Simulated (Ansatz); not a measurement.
Ansatz (a program for electronic structure) input file for Ga(Cl)2(SH) (Cl₂GaHS), SMILES [SH][Ga]([Cl])[Cl], PBE0-D3(BJ)/def2-SVP. 

Ansatz 0.2 input:
```yaml
crystal:
  periodic: [false, false, false]
  atoms:
    - {symbol: Ga, position_ang: [0.03939079, -0.01674061, 0.01072601]}
    - {symbol: Cl, position_ang: [2.03335859, -0.63123076, -0.06161755]}
    - {symbol: Cl, position_ang: [-1.06068956, -0.16646472, 1.79343170]}
    - {symbol: S, position_ang: [-0.97817097, 0.81704521, -1.79153295]}
    - {symbol: H, position_ang: [-2.10575253, 1.00705883, -1.10881953]}
basis:
  gaussian:
    orbitals: def2-SVP
hamiltonian:
  xc: pbe0
  dispersion: d3bj
relax: {f_tol: 0.002, max_steps: 200}
```

Program output:

```
WARN ansatz: RAYON_NUM_THREADS=1 ignored (pool sized by the plan → 1); use --threads N
Functional definition: PBE0
integrals: 0.04 GiB planned
898 factors; integrals over basis functions are off by at most 3.2e-4 eV
mean field: 0.45 GiB planned
mean field evaluation 1: about -88241.0361 eV, gradient 2.6e1 eV
mean field evaluation 2: about -88240.0102 eV, gradient 3.6e1 eV
mean field evaluation 4: about -88242.3594 eV, gradient 2.5e-1 eV
mean field evaluation 8: about -88242.3621 eV, gradient 2.0e-2 eV
mean field -88242.36205434 eV, -3242.8469926758 hartree, gradient 5.3e-5 eV, S^2 0.000000; 0 other end points of the search recorded, 0 dependent functions left out
the calculation of the forces begins
reference -88242.36207895 eV, -3242.8469935800 hartree; 41, 41 occupied and 50, 50 virtual orbitals, 898 factors
relax step   1: F+E_penalty+E_count = -88242.50506228 eV  Δ(F+E_penalty+E_count) = +0.000e0 eV  max|allowed force component| = 1.075e0 eV/Å  Δτ_max = 0.0000 Å  (23 SCF iters, accepted)
these checks for a lower state are left out or cut short: starts, cluster_reference, orbital_swaps, neighbouring_geometries, increment
integrals: 0.04 GiB planned
898 factors; integrals over basis functions are off by at most 3.0e-4 eV
mean field: 0.45 GiB planned
mean field evaluation 16: about -88242.4086 eV, gradient 2.2e-2 eV
mean field -88242.41269322 eV, -3242.8488536201 hartree, gradient 1.2e-5 eV, S^2 0.000000; 0 other end points of the search recorded, 0 dependent functions left out
the calculation of the forces begins
reference -88242.41271793 eV, -3242.8488545283 hartree; 41, 41 occupied and 50, 50 virtual orbitals, 898 factors
relax step   2: F+E_penalty+E_count = -88242.55492109 eV  Δ(F+E_penalty+E_count) = -4.986e-2 eV  max|allowed force component| = 2.580e-1 eV/Å  Δτ_max = 0.0319 Å  (26 SCF iters, accepted)
these checks for a lower state are left out or cut short: starts, cluster_reference, orbital_swaps, neighbouring_geometries, increment
integrals: 0.04 GiB planned
898 factors; integrals over basis functions are off by at most 2.9e-4 eV
mean field: 0.45 GiB planned
mean field -88242.41423274 eV, -3242.8489101965 hartree, gradient 1.6e-5 eV, S^2 0.000000; 0 other end points of the search recorded, 0 dependent functions left out
the calculation of the forces begins
reference -88242.41425740 eV, -3242.8489111028 hartree; 41, 41 occupied and 50, 50 virtual orbitals, 898 factors
relax step   3: F+E_penalty+E_count = -88242.55667583 eV  Δ(F+E_penalty+E_count) = -1.755e-3 eV  max|allowed force component| = 4.045e-2 eV/Å  Δτ_max = 0.0194 Å  (25 SCF iters, accepted)
these checks for a lower state are left out or cut short: starts, cluster_reference, orbital_swaps, neighbouring_geometries, increment
integrals: 0.04 GiB planned
898 factors; integrals over basis functions are off by at most 2.9e-4 eV
mean field: 0.45 GiB planned
mean field evaluation 32: about -88242.4151 eV, gradient 1.6e-5 eV
mean field -88242.41508675 eV, -3242.8489415810 hartree, gradient 1.4e-5 eV, S^2 0.000000; 0 other end points of the search recorded, 0 dependent functions left out
the calculation of the forces begins
reference -88242.41511147 eV, -3242.8489424894 hartree; 41, 41 occupied and 50, 50 virtual orbitals, 898 factors
relax step   4: F+E_penalty+E_count = -88242.55736410 eV  Δ(F+E_penalty+E_count) = -6.883e-4 eV  max|allowed force component| = 3.336e-2 eV/Å  Δτ_max = 0.0240 Å  (25 SCF iters, accepted)
these checks for a lower state are left out or cut short: starts, cluster_reference, orbital_swaps, neighbouring_geometries, increment
integrals: 0.04 GiB planned
898 factors; integrals over basis functions are off by at most 2.9e-4 eV
mean field: 0.44 GiB planned
mean field -88242.41517048 eV, -3242.8489446579 hartree, gradient 1.1e-5 eV, S^2 0.000000; 0 other end points of the search recorded, 0 dependent functions left out
the calculation of the forces begins
reference -88242.41519519 eV, -3242.8489455659 hartree; 41, 41 occupied and 50, 50 virtual orbitals, 898 factors
relax step   5: F+E_penalty+E_count = -88242.55745752 eV  Δ(F+E_penalty+E_count) = -9.341e-5 eV  max|allowed force component| = 3.470e-3 eV/Å  Δτ_max = 0.0044 Å  (22 SCF iters, accepted)
these checks for a lower state are left out or cut short: starts, cluster_reference, orbital_swaps, neighbouring_geometries, increment
integrals: 0.04 GiB planned
898 factors; integrals over basis functions are off by at most 2.9e-4 eV
mean field: 0.45 GiB planned
mean field -88242.41516579 eV, -3242.8489444856 hartree, gradient 1.2e-5 eV, S^2 0.000000; 0 other end points of the search recorded, 0 dependent functions left out
the calculation of the forces begins
reference -88242.41519050 eV, -3242.8489453935 hartree; 41, 41 occupied and 50, 50 virtual orbitals, 898 factors
relax step   6: F+E_penalty+E_count = -88242.55745868 eV  Δ(F+E_penalty+E_count) = -1.161e-6 eV  max|allowed force component| = 9.499e-5 eV/Å  Δτ_max = 0.0005 Å  (18 SCF iters, accepted)
integrals: 0.04 GiB planned
898 factors; integrals over basis functions are off by at most 2.9e-4 eV
mean field: 0.45 GiB planned
mean field -88242.41516579 eV, -3242.8489444856 hartree, gradient 1.2e-5 eV, S^2 0.000000; 1 other end points of the search recorded, 0 dependent functions left out
the calculation of the forces begins
reference -88242.41519050 eV, -3242.8489453935 hartree; 41, 41 occupied and 50, 50 virtual orbitals, 898 factors
Total energy: -88242.55748339 eV, -3242.8541745607 hartree
Atom 0 at     0.011296     0.000903    -0.007043 Å, force    -0.000002    -0.000052    -0.000020 eV/Å
Atom 1 at     2.041836    -0.636601    -0.069827 Å, force     0.000061    -0.000010     0.000056 eV/Å
Atom 2 at    -1.054098    -0.177663     1.834453 Å, force     0.000003     0.000018    -0.000018 eV/Å
Atom 3 at    -0.950984     0.815507    -1.784068 Å, force     0.000015     0.000025    -0.000095 eV/Å
Atom 4 at    -2.119913     1.007522    -1.131327 Å, force    -0.000077     0.000020     0.000076 eV/Å
Dipole moment:    -0.270251     0.116871    -0.104528 e Å
```

The run converged.
